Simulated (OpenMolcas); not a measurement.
# Lines of O⁺: computed and rescaled rates

| Item | Value |
| --- | --- |
| Program | OpenMolcas |
| Method | SS-CASPT2, IPEA 0.25 Eh, imaginary shift 0.1 Eh (closed shells correlated: 1s 2s) |
| Basis | ANO-RCC-VQZP [5s4p3d2f1g] |
| Scalar Hamiltonian | DKH2, point nucleus |
| Active space | 3 electrons in 3 orbitals (2p) |
| State averaging | 2S+1 = 4 odd, 1 root; 2S+1 = 2 odd, 8 roots |
| Spin-orbit coupling | RASSI with atomic mean-field integrals over the reference wave functions, term energies averaged over their components |

Rates come from the transition moments of the reference wave functions (E1 and E2 in the length form). At fixed line strength A goes as λ^-3 for E1 and M1 and as λ^-5 for E2, so a rate at the computed wavelength can be rescaled to the measured one. Measured vacuum wavelengths follow from level energies in NIST Handbook of Basic Atomic Spectroscopic Data. Branching counts decays inside the model space alone, at computed energies, and the table is only a selection of the E2 and M1 lines, drawn from those between levels with measured partners whose computed energy lies within a factor of 1.5 of the measured one.

```
          Upper            Lower  Type  λ computed (nm)  λ measured (nm)  A computed (s-1)  A rescaled (s-1)  Branching %
2s2 2p3 2P* 1/2  2s2 2p3 2D* 5/2    E2            633.3            732.1          1.25e-01          6.05e-02         35.8
2s2 2p3 2P* 1/2  2s2 2p3 2D* 3/2    E2            633.2            733.2          1.88e-01          9.03e-02         53.7
2s2 2p3 2P* 1/2  2s2 2p3 2D* 3/2    M1            633.2            733.2          1.14e-02                            3.3
2s2 2p3 2P* 3/2  2s2 2p3 2D* 5/2    E2            633.2            732.2          2.19e-01          1.06e-01         54.1
2s2 2p3 2P* 3/2  2s2 2p3 2D* 5/2    M1            633.2            732.2          1.03e-02                            2.5
2s2 2p3 2P* 3/2  2s2 2p3 2D* 3/2    E2            633.1            733.3          9.39e-02          4.50e-02         23.2
2s2 2p3 2P* 3/2  2s2 2p3 2D* 3/2    M1            633.1            733.3          1.83e-02                            4.5
2s2 2p3 2D* 3/2  2s2 2p3 4S* 3/2    E2            368.2            372.7          2.51e-05                           69.9
2s2 2p3 2D* 3/2  2s2 2p3 4S* 3/2    M1            368.2            372.7          1.08e-05                           30.1
2s2 2p3 2D* 5/2  2s2 2p3 4S* 3/2    E2            368.1              373          3.91e-05                           99.5
2s2 2p3 2P* 1/2  2s2 2p3 4S* 3/2    M1            232.8            247.1          2.55e-02                            7.3
2s2 2p3 2P* 3/2  2s2 2p3 4S* 3/2    M1            232.8            247.1          6.36e-02                           15.7
```

Spin-changing lines and M1 lines between different terms are not rescaled, since their strength hangs on the term gaps too.

The largest correction is for 2s2 2p3 2P* 3/2 → 2s2 2p3 2D* 3/2 (E2): 9.39e-02 × (633.1 / 733.3)^5 = 4.50e-02 s-1, a factor of 0.48.

The computed order of these levels differs from the measured one in 2 places, and where term gaps are wrong the rates of spin-changing lines can be off by large factors.

No measured rate stands beside these. Rescaling mends the energy factor alone: line strengths can still be far off where a level mixes with configurations outside the active space, and weak or spin-changing lines hang on small mixing coefficients that depend on the term gaps too, so rescaling need not improve them.

CASPT2 does not keep the components of a term degenerate, so their means are used; among the terms shown or strongly mixed into the levels shown the widest spread is 100 cm-1 (2s2 2p3 2D*). With the s shell closed, the reference lacks s² → p² mixing. Computed and measured levels are paired by configuration, term and J; levels that our copy of the source lacks, or whose pairing is in doubt (as where it misses far off the trend of its configuration), stay unpaired. Only configurations of the active space appear.

* marks odd parity.
